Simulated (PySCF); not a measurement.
C5H7FO2Si.
Geometry (GFN2-xTB, Å), atoms numbered from 1 in this order:
```xyz
16
C5H7FO2Si angstrom
C     -1.2073   -2.2371    0.3551
C     -1.0312   -0.8439   -0.1693
O     -1.9258   -0.0375   -0.2102
Si     0.7644   -0.4406   -0.7824
C      0.8830    1.4397   -1.0035
F      1.0998    1.9202   -2.2271
C      0.6738    2.2808    0.0247
C      0.4349    1.6299    1.2769
O      0.5388    0.4164    1.4046
H     -0.6270   -2.3129    1.2723
H     -2.2530   -2.4550    0.5612
H     -0.8020   -2.9504   -0.3578
H      1.8432   -1.0848   -0.0509
H      0.8064   -0.9205   -2.1823
H      0.6496    3.3553   -0.0570
H      0.1450    2.2495    2.1345
```

The calculation used TDDFT wB97X-D/def2-SVPD, vertical, gas phase, core orbitals frozen in the response (PySCF).

Kohn–Sham orbitals with the atoms that hold most of them (Löwdin shares over 4%, at most four atoms; ? is withheld):

```json
{"orbital": "HOMO-3", "ε (eV)": "-11.67", "atoms": "Si4 23%, H14 20%, O9 14%, O3 9%"}
{"orbital": "HOMO-2", "ε (eV)": "-10.27", "atoms": "C7 28%, O9 24%, C5 20%, F6 11%"}
{"orbital": "HOMO-1", "ε (eV)": "-10.24", "atoms": "O9 36%, C7 11%, Si4 11%, C8 9%"}
{"orbital": "HOMO", "ε (eV)": "-8.58", "atoms": "?"}
{"orbital": "LUMO", "ε (eV)": "-0.83", "atoms": "C5 24%, C8 24%, O9 16%, C7 13%"}
{"orbital": "LUMO+1", "ε (eV)": "1.09", "atoms": "C2 35%, O3 27%, Si4 9%, C1 7%"}
{"orbital": "LUMO+2", "ε (eV)": "2.14", "atoms": "Si4 28%, C7 9%, C8 7%, C5 6%"}
```

Task: Which atoms hold the HOMO, and with what shares?

Result: O3 (bonded to C) 46%; C2 (bonded to C, O and Si) 17%; Si4 (bonded to 2 C and 2 H) 12%; C1 (bonded to C and 3 H) 10%. By element: oxygen 46% or more, carbon 28% or more, silicon 12%.

Task: How does S1 compare with the orbital gap of 7.75 eV?

Result: S1 is at 3.37 eV (f = 0.017), 4.38 eV below the gap, made of HOMO→LUMO (75%), HOMO→LUMO+1 (16%). Without the coupling terms of the response equations the lowest excitation would equal the gap.

Next come S2 at 3.95 eV (f 0.0007), HOMO→LUMO+1 (52%), HOMO-1→LUMO (26%), HOMO-2→LUMO (10%); S3 at 4.32 eV (f 0.022), HOMO-1→LUMO (40%), HOMO→LUMO+1 (24%), HOMO→LUMO (21%); S4 at 5.23 eV (f 0.122), HOMO-2→LUMO (74%), HOMO-1→LUMO (22%); S5 at 5.86 eV (f 0.0005), HOMO-3→LUMO (52%), HOMO-4→LUMO (38%).

Löwdin shares depend on the basis, the more so with diffuse functions.

One conformer stands for the species.
